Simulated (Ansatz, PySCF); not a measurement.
System: SnF2, charge -1, multiplicity 2. 
Structure (B3LYP-D3(BJ)/def2-TZVP (Ansatz, an electronic-structure program) minimum search):
```xyz
3

Sn     0.0098    -0.0078     0.3618
F      0.7109     1.3390    -0.9966
F     -0.7652    -1.2957    -1.0134
```
Charge -1, spin multiplicity 2.

Total electronic energies in hartree. Valence correlation only, unless marked. UHF or UKS for open shells. No spin-orbit coupling. Frozen are the shells of the preceding noble gas and the d and f shells that filled before the atom's block. In def2 rows, elements after Kr have scalar-relativistic effective core potentials. STO-3G rows are all-electron and non-relativistic. Basis-set limits of correlation are two-point, X^-3; Hartree-Fock from the larger set. The bracket is a focal-point correction in the basis named.

| level | program | energy (Eh) |
|---|---|---|
| HF/STO-3G | Ansatz | -6159.17273 |
| HF/def2-SVP | Ansatz | -412.14923 |
| M06-L-D4/def2-TZVPD | PySCF + dftd4 | -414.32913 |
| M06-L/def2-TZVPD | PySCF | -414.32901 |
| r2SCAN-D4/def2-TZVPD | Ansatz + dftd4 | -414.21404 |
| PBE0-D3(BJ)/def2-TZVPD | Ansatz + dftd3 | -414.02659 |
| PBE0/def2-QZVPP | Ansatz | -414.03547 |
| BHLYP-D3(BJ)/def2-TZVPD | Ansatz + dftd3 | -414.06896 |
| BHLYP-D4/def2-TZVPD | Ansatz + dftd4 | -414.06953 |
| PW6B95-D4/def2-TZVPD | PySCF + dftd4 | -414.54929 |
| HSE06/def2-TZVPD | Ansatz | -414.01585 |
| CAM-B3LYP-D3(BJ)/def2-TZVPD | Ansatz + dftd3 | -414.16036 |
| B2GP-PLYP-D4/def2-TZVPD | Ansatz + dftd4 | -413.73060 |
| CCSD(T)/def2-SVP | Ansatz | -412.60576 |
| RI-MP2/CBS(def2-TZVPPD,def2-QZVPPD)+[CCSD(T)-MP2]/def2-TZVPPD | Ansatz | -413.1655 |

Totals of different functionals don't rank their quality; only differences between species are comparable.
